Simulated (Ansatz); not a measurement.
C$_{2}$F$_{2}$N$_{2}$O$_{2}$Si (`O=C=N[Si](F)(F)N=C=O`), 9 atoms. Total charge 0; spin multiplicity 1. All runs use 4 threads of an AMD EPYC 7R43 on a shared host. Correlated methods freeze the cores.

Problem. Give the basis size and wall time and peak host memory of each of these runs in Ansatz. RKS B3LYP-D4/def2-TZVPP energy and forces; RKS B2PLYP (frozen core)/def2-TZVPP energy; RKS BHLYP-D4/def2-TZVPP energy; RKS PBE0-D4/def2-TZVP frequencies; direct RPA on PBE orbitals/def2-TZVPP energy; RKS HSE06 (plane-wave form)-D4/def2-TZVPP energy; RHF-MP2/def2-QZVPP energy; RKS PBE0-D4/def2-SVP energy; RKS ωB97M-V/def2-QZVPP energy; RHF-MP2/def2-TZVPP energy; RHF-CCSD(T)/def2-SVP energy; RKS PBE0-D4/def2-TZVP relaxation (33 steps). (Best estimate.)

Solution. Computed: Other jobs shared the machine, so times are rough.

```
                                    level                    job  functions  wall time  peak host memory (GiB)
                     RKS PBE0-D4/def2-SVP                 energy        130      1.7 s                    0.56
                  RKS BHLYP-D4/def2-TZVPP                 energy        290      4.5 s                    0.96
RKS HSE06 (plane-wave form)-D4/def2-TZVPP                 energy        290      4.6 s                    0.96
                       RHF-MP2/def2-TZVPP                 energy        290        6 s                    0.85
                  RKS B3LYP-D4/def2-TZVPP      energy and forces        290      6.5 s                    0.96
      RKS B2PLYP (frozen core)/def2-TZVPP                 energy        290      8.5 s                    0.89
    direct RPA on PBE orbitals/def2-TZVPP                 energy        290        9 s                    0.79
                     RHF-CCSD(T)/def2-SVP                 energy        130       21 s                    0.95
                   RKS ωB97M-V/def2-QZVPP                 energy        526       27 s                     2.6
                       RHF-MP2/def2-QZVPP                 energy        526       30 s                     3.4
                    RKS PBE0-D4/def2-TZVP  relaxation (33 steps)        285    3.2 min                    0.99
                    RKS PBE0-D4/def2-TZVP            frequencies        285    4.9 min                       1
```

B3LYP here is the variant with VWN-RPA as its local correlation; programs differ in this.
